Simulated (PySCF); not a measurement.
Si(F)(vinyl)(OH)2 (C2H5FO2Si), SMILES C=C[Si](O)(O)F.

Geometry: B3LYP-D3(BJ)/def2-SVP. The values are those of a single conformer.

These are TDA-PBE/def2-SVPD (PySCF) values and carry that method's errors.

Vertical excitations. The molecule is in vacuum.

Computed lowest excited states:
| state | energy (eV) | λ (nm) | f | main pairs |
|---|---|---|---|---|
| S1 | 6.10 | 203 | 0.003 | HOMO−1→LUMO 94 % |
| S2 | 6.34 | 196 | 0.010 | HOMO−2→LUMO 95 % |
| S3 | 6.52 | 190 | 0.011 | HOMO→LUMO+1 99 % |
| S4 | 6.60 | 188 | 0.006 | HOMO−3→LUMO 89 % |
| S5 | 7.14 | 174 | 0.085 | HOMO−1→LUMO+1 97 % |
| S6 | 7.25 | 171 | 0.049 | HOMO→LUMO+2 42 %, HOMO−5→LUMO 26 %, HOMO−4→LUMO 17 %, HOMO→LUMO 10 % |
| S7 | 7.27 | 171 | 0.007 | HOMO−4→LUMO 66 %, HOMO−5→LUMO 33 % |
| S8 | 7.32 | 169 | 0.004 | HOMO→LUMO+2 50 %, HOMO−5→LUMO 34 %, HOMO−4→LUMO 14 % |
| S9 | 7.43 | 167 | 0.008 | HOMO−2→LUMO+1 98 % |
| S10 | 7.59 | 163 | 0.018 | HOMO−3→LUMO+1 87 % |
| T1 | 4.36 | 284 | 0 | HOMO→LUMO 98 % |
| T2 | 5.74 | 216 | 0 | HOMO−1→LUMO 94 % |
| T3 | 6.27 | 198 | 0 | HOMO−2→LUMO 97 % |
| T4 | 6.35 | 195 | 0 | HOMO−3→LUMO 91 % |
Triplets are in the Tamm–Dancoff approximation.
